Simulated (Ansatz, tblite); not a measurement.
Isomers of PbCl₂⁺ (doublet), found by a short tight-binding search and relaxed with PBE0-D4/def2-TZVP in Ansatz.

In the def2 sets Pb takes a core potential; there is no spin–orbit coupling. The xTB rows come from tblite. HSE06 is defined as in plane-wave codes, on full-range PBE exchange. Correlated methods freeze 14 core orbitals; core or outer-core shells of Pb are correlated, in sets that lack core-valence functions.

Other spin states were run for one of them alone.

A:

```xyz
3

Pb   -1.171   -0.755   -0.364
Cl    1.349   -0.496   -0.462
Cl   -0.177    1.251    0.826
```

B:

```tsv
atom	x (Å)	y (Å)	z (Å)
Pb1	-0.054	0.279	-0.705
Cl2	0.005	-2.102	-0.422
Cl3	0.049	1.823	1.127
```

Problem. Estimate which lies lowest at each level, and how far above it the others are (eV).

Solution. 
| level | A | B |
| --- | --- | --- |
| GFN1-xTB | 0.00 | 0.29 |
| GFN2-xTB | 0.00 | 0.36 |
| HF/def2-TZVPP | 0.00 | 0.21 |
| LDA (SPW92)/def2-TZVP | 0.00 | 0.34 |
| PBE-D4/def2-TZVP | 0.00 | 0.34 |
| r2SCAN-D4/def2-TZVP | 0.00 | 0.33 |
| PBE0-D4/def2-TZVP | 0.00 | 0.33 |
| HSE06-D4/def2-TZVP | 0.00 | 0.33 |
| MP2/def2-TZVPP | 0.00 | 0.44 |
| CCSD/def2-TZVPP | 0.00 | 0.31 |
| CCSD(T)/def2-TZVPP | 0.00 | 0.30 |
Point groups (tolerance 0.1 Å): A C2v, B C2v. A and B have the same bonds, so they are conformers or stereoisomers. Lower isomers may exist.
